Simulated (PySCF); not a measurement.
Compound: Sn(vinyl)2Br2, C4H6Br2Sn.
Cartesian coordinates in Å at the PBE0-D3(BJ)/def2-SVP level; atoms count from 1:
```xyz
13
C4H6Br2Sn angstrom
Sn    -0.4052   -0.3467   -0.4098
C     -0.8481   -0.5976    1.6500
C     -1.6861    0.2107    2.2999
H     -0.3935   -1.4584    2.1545
H     -2.1623    1.0697    1.8145
H     -1.9336    0.0432    3.3546
C      1.5788   -0.3385   -1.1583
C      2.0866    0.7158   -1.7976
H      2.1616   -1.2592   -1.0381
H      1.5120    1.6364   -1.9498
H      3.1026    0.6975   -2.2082
Br    -1.4343    1.8184   -1.1298
Br    -1.5481   -2.2436   -1.5598
```

Method used: PBE0-D3(BJ)/def2-SVP geometry optimisation, gas phase, def2 core potentials past Kr (PySCF 2.14.0).

(1) Which atoms are bound to Sn1, and at what distances?

(2) List the angles at Sn1.

(3) What is the shape at Sn1?

(4) What are the other bond lengths?

(5) Give some angles away from the centre.

(6) What are the rotational constants (commonest isotopes, rigid rotor)?

Results:

(1) 4 atoms: C7 2.121 Å, C2 2.122 Å, Br13 2.495 Å, Br12 2.503 Å. The nearest atom not counted as bound is H4, at 2.79 Å (others tie with it).

(2) 
| angle | degrees | distance of the outer atoms (Å) |
| --- | --- | --- |
| C2–Sn1–C7 | 122.6 | 3.72 |
| Br12–Sn1–Br13 | 109.7 | 4.09 |
| C2–Sn1–Br12 | 107.2 | 3.73 |
| C7–Sn1–Br12 | 106.2 | 3.71 |
| C7–Sn1–Br13 | 105.6 | 3.68 |
| C2–Sn1–Br13 | 105.2 | 3.67 |

(3) Distorted tetrahedral: angles from 105.2° to 122.6°; τ4 = (360° − α − β)/141° = 0.91 with α and β the two widest (0 for a square, 1 for a tetrahedron).

(4) C2–C3, C7–C8 1.333 Å; C2–H4, C7–H9 1.096 Å; C3–H5, C8–H10 1.096 Å; C3–H6 1.096 Å; C8–H11 1.096 Å.

(5) Sn1–C2–C3 122.2°.

(6) A = 839.0, B = 522.0, C = 500.8 MHz: an asymmetric top.

Point group: near Cs, missed by 0.30 Å at most; the miss may be what the optimiser left on a soft mode. Charge 0, singlet. Stationary, but not proved a minimum.

One conformer stands for the species.
